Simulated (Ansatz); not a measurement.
A short molecular-dynamics run on `[CH3][Zn][O]C=N`.

```yaml
crystal:
  periodic: [false, false, false]
  atoms:
    - {symbol: C, position_ang: [-1.731787, -1.318794, -0.779360]}
    - {symbol: Zn, position_ang: [-0.179068, -0.624045, 0.103916]}
    - {symbol: O, position_ang: [1.304170, -0.097921, 0.998949]}
    - {symbol: C, position_ang: [1.844255, 1.108110, 0.941085]}
    - {symbol: N, position_ang: [1.492800, 2.139560, 0.294869]}
    - {symbol: H, position_ang: [-2.593686, -1.293814, -0.110333]}
    - {symbol: H, position_ang: [-1.961338, -0.722148, -1.664027]}
    - {symbol: H, position_ang: [-1.562677, -2.350912, -1.091532]}
    - {symbol: H, position_ang: [2.737495, 1.183313, 1.568184]}
    - {symbol: H, position_ang: [0.649837, 1.976641, -0.261750]}
basis:
  gaussian: {orbitals: def2-SVP}
hamiltonian: {xc: {name: BLYP}}
md: {timestep: 0.5 fs, n_steps: 20, ensemble: nve, temperature: 1000, initial_velocities: maxwell_boltzmann, seed: 253}
```

```sh
$ ansatz run in.yaml --threads 4 --pin off --events-out ev --progress --plain --max-ram 10444MiB
```

```tsv
step	time (fs)	potential energy (eV)	kinetic (eV)	T (K)	conserved (eV)
0	0.0	-54101.4002	1.0341	1000	-54100.3661
1	0.5	-54101.3857	1.0203	987	-54100.3654
2	1.0	-54101.3234	0.9594	928	-54100.3640
3	1.5	-54101.2334	0.8708	842	-54100.3625
4	2.0	-54101.1377	0.7764	751	-54100.3613
5	2.5	-54101.0550	0.6944	672	-54100.3605
6	3.0	-54100.9974	0.6373	616	-54100.3602
7	3.5	-54100.9711	0.6110	591	-54100.3602
8	4.0	-54100.9764	0.6159	596	-54100.3604
9	4.5	-54101.0089	0.6479	627	-54100.3610
10	5.0	-54101.0598	0.6980	675	-54100.3618
11	5.5	-54101.1162	0.7533	729	-54100.3629
12	6.0	-54101.1616	0.7975	771	-54100.3641
13	6.5	-54101.1789	0.8140	787	-54100.3649
14	7.0	-54101.1570	0.7921	766	-54100.3649
15	7.5	-54101.0993	0.7358	712	-54100.3635
16	8.0	-54101.0300	0.6690	647	-54100.3611
17	8.5	-54100.9866	0.6274	607	-54100.3592
18	9.0	-54100.9966	0.6371	616	-54100.3595
19	9.5	-54101.0567	0.6951	672	-54100.3615
20	10.0	-54101.1354	0.7715	746	-54100.3639
```

Velocities are drawn at the set temperature; a run this short doesn't reach equilibrium.

Frames (Å, forces in eV/Å):

```xyz
10
time=0.0 fs
C    -1.732   -1.319   -0.779    0.195    0.053    0.128
Zn   -0.179   -0.624    0.104   -0.197   -0.049   -0.131
O     1.304   -0.098    0.999    0.020   -0.915    0.360
C     1.844    1.108    0.941    0.193   -0.078    0.171
N     1.493    2.140    0.295    0.272    1.313   -0.294
H    -2.594   -1.294   -0.110   -0.447    0.010    0.340
H    -1.961   -0.722   -1.664   -0.114    0.307   -0.451
H    -1.563   -2.351   -1.092    0.082   -0.531   -0.161
H     2.737    1.183    1.568    0.548    0.007    0.400
H     0.650    1.977   -0.262   -0.553   -0.117   -0.361
10
time=0.5 fs
C    -1.729   -1.323   -0.782   -0.017    0.297    0.412
Zn   -0.180   -0.622    0.105   -0.262   -0.076   -0.167
O     1.302   -0.096    0.997   -0.012   -0.996    0.343
C     1.845    1.107    0.932    0.739   -0.570    0.843
N     1.495    2.137    0.301   -0.853    1.626   -1.245
H    -2.600   -1.303   -0.111   -0.235    0.032    0.140
H    -1.948   -0.736   -1.674   -0.162    0.365   -0.466
H    -1.554   -2.346   -1.089    0.142   -0.854   -0.228
H     2.748    1.164    1.571    0.236    0.075    0.104
H     0.619    1.962   -0.262    0.426    0.101    0.263
10
time=1.0 fs
C    -1.725   -1.327   -0.785   -0.237    0.509    0.633
Zn   -0.181   -0.620    0.107   -0.329   -0.102   -0.203
O     1.301   -0.094    0.995   -0.034   -1.067    0.330
C     1.845    1.105    0.923    1.251   -1.065    1.478
N     1.498    2.135    0.306   -1.751    1.958   -2.005
H    -2.606   -1.312   -0.112   -0.017    0.054   -0.063
H    -1.935   -0.748   -1.684   -0.199    0.390   -0.435
H    -1.545   -2.343   -1.088    0.192   -1.112   -0.274
H     2.758    1.144    1.574   -0.064    0.152   -0.182
H     0.590    1.948   -0.262    1.188    0.283    0.722
10
time=1.5 fs
C    -1.722   -1.331   -0.787   -0.439    0.655    0.768
Zn   -0.181   -0.618    0.108   -0.397   -0.127   -0.241
O     1.299   -0.093    0.993   -0.049   -1.132    0.321
C     1.846    1.103    0.915    1.703   -1.529    2.042
N     1.500    2.133    0.311   -2.421    2.282   -2.577
H    -2.613   -1.321   -0.113    0.189    0.074   -0.253
H    -1.923   -0.760   -1.696   -0.224    0.381   -0.359
H    -1.535   -2.343   -1.087    0.225   -1.269   -0.291
H     2.769    1.125    1.577   -0.324    0.234   -0.438
H     0.563    1.934   -0.259    1.737    0.430    1.028
10
time=2.0 fs
C    -1.719   -1.335   -0.790   -0.599    0.707    0.803
Zn   -0.182   -0.616    0.110   -0.465   -0.153   -0.279
O     1.297   -0.092    0.992   -0.058   -1.193    0.314
C     1.848    1.101    0.906    2.079   -1.926    2.514
N     1.501    2.131    0.316   -2.894    2.564   -2.978
H    -2.619   -1.330   -0.115    0.367    0.094   -0.417
H    -1.911   -0.770   -1.708   -0.239    0.344   -0.244
H    -1.525   -2.346   -1.086    0.235   -1.301   -0.274
H     2.779    1.106    1.578   -0.531    0.317   -0.652
H     0.541    1.921   -0.255    2.106    0.547    1.212
10
time=2.5 fs
C    -1.716   -1.339   -0.792   -0.704    0.656    0.743
Zn   -0.183   -0.614    0.111   -0.533   -0.180   -0.316
O     1.295   -0.091    0.990   -0.066   -1.255    0.310
C     1.849    1.098    0.899    2.371   -2.224    2.879
N     1.502    2.130    0.320   -3.202    2.776   -3.231
H    -2.625   -1.339   -0.117    0.507    0.111   -0.547
H    -1.900   -0.780   -1.721   -0.245    0.284   -0.099
H    -1.514   -2.352   -1.087    0.218   -1.205   -0.223
H     2.787    1.088    1.578   -0.678    0.396   -0.819
H     0.523    1.910   -0.247    2.332    0.641    1.303
10
time=3.0 fs
C    -1.713   -1.343   -0.794   -0.745    0.511    0.600
Zn   -0.184   -0.612    0.113   -0.601   -0.209   -0.353
O     1.293   -0.090    0.988   -0.074   -1.319    0.308
C     1.851    1.095    0.892    2.579   -2.400    3.131
N     1.503    2.129    0.324   -3.371    2.893   -3.351
H    -2.629   -1.347   -0.121    0.604    0.127   -0.640
H    -1.889   -0.790   -1.735   -0.246    0.209    0.063
H    -1.503   -2.361   -1.088    0.177   -0.997   -0.144
H     2.794    1.072    1.576   -0.764    0.467   -0.937
H     0.512    1.900   -0.237    2.442    0.718    1.322
10
time=3.5 fs
C    -1.711   -1.346   -0.796   -0.723    0.293    0.396
Zn   -0.184   -0.610    0.114   -0.669   -0.239   -0.389
O     1.292   -0.089    0.986   -0.086   -1.387    0.307
C     1.854    1.092    0.885    2.702   -2.437    3.270
N     1.503    2.129    0.327   -3.414    2.900   -3.350
H    -2.632   -1.355   -0.127    0.653    0.140   -0.693
H    -1.879   -0.798   -1.748   -0.244    0.130    0.229
H    -1.491   -2.372   -1.089    0.117   -0.707   -0.047
H     2.799    1.056    1.572   -0.791    0.529   -1.005
H     0.506    1.892   -0.223    2.454    0.780    1.282
10
time=4.0 fs
C    -1.708   -1.350   -0.798   -0.640    0.034    0.155
Zn   -0.185   -0.608    0.116   -0.735   -0.273   -0.424
O     1.290   -0.088    0.985   -0.101   -1.457    0.308
C     1.857    1.088    0.880    2.741   -2.332    3.296
N     1.502    2.129    0.330   -3.334    2.795   -3.235
H    -2.633   -1.363   -0.134    0.655    0.150   -0.706
H    -1.869   -0.807   -1.761   -0.239    0.052    0.387
H    -1.480   -2.385   -1.090    0.043   -0.373    0.056
H     2.802    1.041    1.566   -0.758    0.577   -1.026
H     0.506    1.885   -0.206    2.369    0.826    1.188
10
time=4.5 fs
C    -1.706   -1.353   -0.800   -0.504   -0.235   -0.103
Zn   -0.186   -0.606    0.117   -0.802   -0.308   -0.459
O     1.288   -0.088    0.983   -0.120   -1.529    0.311
C     1.861    1.083    0.874    2.696   -2.088    3.216
N     1.501    2.130    0.332   -3.119    2.588   -3.008
H    -2.632   -1.371   -0.142    0.607    0.156   -0.679
H    -1.860   -0.815   -1.772   -0.234   -0.018    0.526
H    -1.468   -2.399   -1.091   -0.036   -0.032    0.156
H     2.803    1.028    1.557   -0.666    0.612   -0.999
H     0.511    1.881   -0.186    2.177    0.854    1.038
10
time=5.0 fs
C    -1.703   -1.357   -0.801   -0.321   -0.490   -0.359
Zn   -0.187   -0.604    0.118   -0.868   -0.346   -0.493
O     1.286   -0.088    0.982   -0.140   -1.598    0.315
C     1.865    1.078    0.870    2.565   -1.721    3.037
N     1.500    2.131    0.333   -2.748    2.298   -2.670
H    -2.630   -1.378   -0.153    0.513    0.160   -0.614
H    -1.852   -0.823   -1.783   -0.230   -0.074    0.636
H    -1.456   -2.413   -1.092   -0.112    0.287    0.245
H     2.803    1.017    1.545   -0.513    0.631   -0.924
H     0.522    1.879   -0.164    1.854    0.853    0.825
10
time=5.5 fs
C    -1.701   -1.360   -0.803   -0.099   -0.714   -0.597
Zn   -0.188   -0.602    0.120   -0.935   -0.385   -0.526
O     1.284   -0.088    0.980   -0.157   -1.660    0.323
C     1.870    1.073    0.866    2.346   -1.255    2.767
N     1.497    2.133    0.334   -2.189    1.959   -2.218
H    -2.627   -1.384   -0.164    0.376    0.159   -0.515
H    -1.844   -0.832   -1.792   -0.226   -0.113    0.713
H    -1.444   -2.426   -1.093   -0.182    0.562    0.318
H     2.802    1.006    1.532   -0.298    0.635   -0.801
H     0.537    1.878   -0.140    1.365    0.812    0.536
10
time=6.0 fs
C    -1.699   -1.364   -0.805    0.150   -0.897   -0.807
Zn   -0.189   -0.601    0.121   -1.001   -0.424   -0.559
O     1.282   -0.089    0.979   -0.166   -1.708    0.336
C     1.875    1.067    0.863    2.035   -0.720    2.416
N     1.495    2.135    0.335   -1.407    1.609   -1.654
H    -2.623   -1.391   -0.178    0.200    0.156   -0.387
H    -1.837   -0.840   -1.799   -0.223   -0.133    0.750
H    -1.433   -2.438   -1.092   -0.240    0.782    0.372
H     2.799    0.998    1.516   -0.023    0.622   -0.631
H     0.555    1.880   -0.115    0.675    0.714    0.164
10
time=6.5 fs
C    -1.697   -1.368   -0.808    0.416   -1.034   -0.976
Zn   -0.190   -0.599    0.122   -1.069   -0.462   -0.593
O     1.280   -0.089    0.978   -0.161   -1.737    0.355
C     1.881    1.062    0.860    1.636   -0.148    2.000
N     1.492    2.137    0.335   -0.384    1.286   -0.988
H    -2.619   -1.396   -0.192   -0.003    0.149   -0.238
H    -1.830   -0.849   -1.804   -0.220   -0.134    0.746
H    -1.422   -2.448   -1.091   -0.285    0.939    0.405
H     2.797    0.991    1.499    0.308    0.592   -0.421
H     0.576    1.884   -0.089   -0.237    0.547   -0.290
10
time=7.0 fs
C    -1.694   -1.372   -0.810    0.680   -1.123   -1.093
Zn   -0.191   -0.597    0.124   -1.137   -0.497   -0.627
O     1.278   -0.090    0.976   -0.134   -1.740    0.381
C     1.887    1.056    0.857    1.156    0.427    1.536
N     1.489    2.140    0.335    0.850    1.017   -0.256
H    -2.614   -1.402   -0.206   -0.219    0.141   -0.078
H    -1.824   -0.859   -1.808   -0.218   -0.113    0.699
H    -1.412   -2.456   -1.088   -0.314    1.030    0.419
H     2.796    0.985    1.481    0.678    0.549   -0.184
H     0.595    1.888   -0.064   -1.341    0.310   -0.798
10
time=7.5 fs
C    -1.692   -1.376   -0.813    0.922   -1.165   -1.146
Zn   -0.192   -0.595    0.125   -1.206   -0.530   -0.662
O     1.277   -0.091    0.975   -0.079   -1.713    0.416
C     1.893    1.051    0.855    0.619    0.970    1.052
N     1.486    2.142    0.335    2.169    0.798    0.470
H    -2.610   -1.407   -0.221   -0.429    0.131    0.079
H    -1.818   -0.869   -1.810   -0.215   -0.074    0.611
H    -1.403   -2.461   -1.085   -0.327    1.055    0.414
H     2.796    0.980    1.462    1.059    0.495    0.061
H     0.611    1.894   -0.041   -2.512    0.032   -1.295
10
time=8.0 fs
C    -1.689   -1.381   -0.816    1.119   -1.159   -1.126
Zn   -0.193   -0.593    0.126   -1.275   -0.558   -0.697
O     1.275   -0.093    0.974    0.009   -1.653    0.461
C     1.900    1.045    0.853    0.061    1.456    0.582
N     1.484    2.145    0.335    3.337    0.586    1.080
H    -2.607   -1.412   -0.235   -0.611    0.121    0.219
H    -1.813   -0.878   -1.811   -0.213   -0.017    0.484
H    -1.394   -2.464   -1.081   -0.322    1.013    0.391
H     2.798    0.977    1.444    1.410    0.435    0.284
H     0.622    1.899   -0.020   -3.516   -0.224   -1.678
10
time=8.5 fs
C    -1.686   -1.386   -0.819    1.245   -1.103   -1.023
Zn   -0.194   -0.591    0.128   -1.344   -0.583   -0.733
O     1.273   -0.094    0.973    0.133   -1.563    0.517
C     1.906    1.040    0.852   -0.467    1.863    0.165
N     1.482    2.148    0.336    4.066    0.315    1.461
H    -2.606   -1.417   -0.249   -0.741    0.112    0.327
H    -1.808   -0.888   -1.810   -0.209    0.054    0.323
H    -1.387   -2.464   -1.075   -0.299    0.904    0.350
H     2.804    0.975    1.426    1.680    0.375    0.453
H     0.624    1.904   -0.004   -4.064   -0.375   -1.839
10
time=9.0 fs
C    -1.683   -1.391   -0.822    1.283   -0.995   -0.840
Zn   -0.196   -0.590    0.129   -1.412   -0.603   -0.770
O     1.271   -0.096    0.972    0.293   -1.443    0.581
C     1.913    1.035    0.850   -0.912    2.179   -0.165
N     1.481    2.151    0.336    4.159   -0.060    1.559
H    -2.606   -1.421   -0.263   -0.802    0.105    0.394
H    -1.804   -0.898   -1.808   -0.205    0.136    0.139
H    -1.380   -2.462   -1.069   -0.258    0.729    0.294
H     2.814    0.974    1.410    1.819    0.320    0.539
H     0.616    1.908    0.007   -3.965   -0.368   -1.729
10
time=9.5 fs
C    -1.680   -1.396   -0.825    1.219   -0.831   -0.586
Zn   -0.197   -0.588    0.130   -1.477   -0.619   -0.806
O     1.269   -0.099    0.971    0.485   -1.298    0.650
C     1.919    1.031    0.848   -1.230    2.403   -0.387
N     1.481    2.154    0.337    3.639   -0.525    1.412
H    -2.608   -1.425   -0.275   -0.784    0.100    0.414
H    -1.800   -0.907   -1.807   -0.199    0.220   -0.058
H    -1.373   -2.459   -1.062   -0.199    0.492    0.224
H     2.829    0.973    1.394    1.793    0.273    0.528
H     0.598    1.912    0.015   -3.247   -0.215   -1.392
10
time=10.0 fs
C    -1.676   -1.402   -0.829    1.057   -0.610   -0.281
Zn   -0.198   -0.586    0.131   -1.540   -0.630   -0.842
O     1.267   -0.101    0.970    0.702   -1.131    0.722
C     1.925    1.027    0.846   -1.402    2.540   -0.498
N     1.481    2.157    0.338    2.731   -1.015    1.126
H    -2.613   -1.429   -0.286   -0.688    0.096    0.390
H    -1.797   -0.916   -1.805   -0.190    0.300   -0.250
H    -1.368   -2.454   -1.055   -0.123    0.201    0.144
H     2.847    0.973    1.380    1.594    0.234    0.424
H     0.573    1.914    0.019   -2.141    0.017   -0.935
```

It took 28 s on 4 threads of an Arm Neoverse V2 on a shared host, with 0.5 GiB of host memory at the peak.
